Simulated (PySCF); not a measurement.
# SiSe⁺ from Hartree–Fock to correlated methods

State: ²Π (doublet), unpaired electrons π ↑. Set-up: PySCF, no relativity, basis sets Si 6-31G(d,p), Se 6-31G(d,p). De refers to Si⁺ + Se in their high-spin ground configurations, without counterpoise correction. The functionals are run spin-unrestricted. A positive dipole points towards Se; it is taken about the centre of mass and depends on that origin.

| Level | Re (Å) | ωe (cm⁻¹) | De (eV) | μ (D) | CPU s a point (SCF and correlation, without the integrals) |
| --- | --- | --- | --- | --- | --- |
| UHF | 2.197 | 491 | 2.05 | -4.84 | 0.27 |
| UHF-MP2 | 2.208 | 482 | 3.18 | n/a | 0.39 |
| UHF-SCS-MP2 | 2.211 | 478 | 3.09 | n/a | n/a |
| UHF-CCSD | 2.214 | 472 | 3.08 | n/a | n/a |
| UHF-CCSD(T) | 2.224 | 458 | 3.24 | n/a | 4.3 |
| PBE | 2.243 | 443 | 4.01 | -4.08 | 1.1 |
| r²SCAN | 2.221 | 461 | 3.84 | -4.11 | 1 |
| M06-L | 2.211 | 464 | 3.92 | -3.84 | 1 |
| r²SCANh | 2.213 | 469 | 3.73 | -4.17 | 1.1 |
| B3LYP | 2.232 | 453 | 3.64 | -4.32 | 0.84 |
| PBE0 | 2.212 | 471 | 3.71 | -4.23 | 1.1 |
| CAM-B3LYP | 2.204 | 479 | 3.49 | -4.39 | 1.3 |

The bond length runs from 2.197 Å (UHF) to 2.243 Å (PBE). De spans 2.05 eV (UHF, mean field) to 4.01 eV (PBE, GGA). Correlation at CCSD(T) changes the Hartree–Fock bond energy by +1.19 eV; the triples alone change it by +0.16 eV.

Correlated steps freeze 14 core orbitals. Correlated levels converge slowly with the basis: in double zeta they bind strong bonds too weakly, by up to about 1 eV, and carry superposition errors of some tenths. Spin–orbit coupling is left out. For an ion De counts to the pair picked by the measured ionisation energies or electron affinities, which need not be the lowest pair at this level. The state is the lowest determinant that a PBE0 search found; another state may lie lower at other levels.

The whole job (state search and all levels along the bond) took about 2.7 min on 1 thread of Arm Neoverse V2 (shared host), peak memory 0.59 GiB.
